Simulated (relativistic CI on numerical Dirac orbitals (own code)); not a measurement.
I IV: what numerical and physical settings do to a radial Dirac CI calculation

Reference input:

```
atom I  Z=53  charge=3  electrons=50
nucleus A=127  rms_radius_fm=4.7500
hamiltonian dirac-coulomb  breit=on  qed=on  c_scale=1
orbitals kli  potential=per-configuration
slater_scale 1
correlation none
mixing on
grid step=0.0125 r_max=50.3
scf mixing=0.4 start=green max_iterations=150 tolerance=2e-08 node_fill=0.05
configurations
  [Kr] 4d10 5s2 5p2
  [Kr] 4d10 5s 5p3
  [Kr] 4d10 5s2 5p 5d
  [Kr] 4d10 5p4
  [Kr] 4d10 5s2 5d2
end
```

Computed lowest total energy -7104.72253 Ha, first excitation 6817.1 cm⁻¹, 55 SCF steps. Runs with settings changed; * marks those that are bad on purpose (the QED terms keep the true α when c is scaled):

| Changed | Outcome | Lowest level | ΔE (Ha) | First excitation (cm⁻¹) | SCF steps | Message |
| --- | --- | --- | --- | --- | --- | --- |
| nuclear radius 4.275 fm | converged | 5s2 5p2 3P_0 | -0.0404 | 6817.1 | 55 |  |
| speed of light × 0.8 | converged | 5s2 5p2 3P_0 | -122 | 12893.9 | 56 |  |
| QED terms off | converged | 5s2 5p2 3P_0 | -3.61 | 6801.4 | 55 |  |
| Slater scale 0.6 | converged | 5s2 5p2 3P_0 | 0.0153 | 7673.4 | 55 |  |
| nuclear radius 47.5 fm * | converged | 5s2 5p2 3P_0 | 14.6 | 6803.7 | 55 |  |
| node fill of the KLI weights 50 * | converged | 5s2 5p2 3P_0 | 1.02 | 8790.2 | 64 |  |

With so few configurations and no correlation, terms lie too far apart (by 10 to 50 % near neutrality), their order can be wrong, and levels of other configurations are missing.
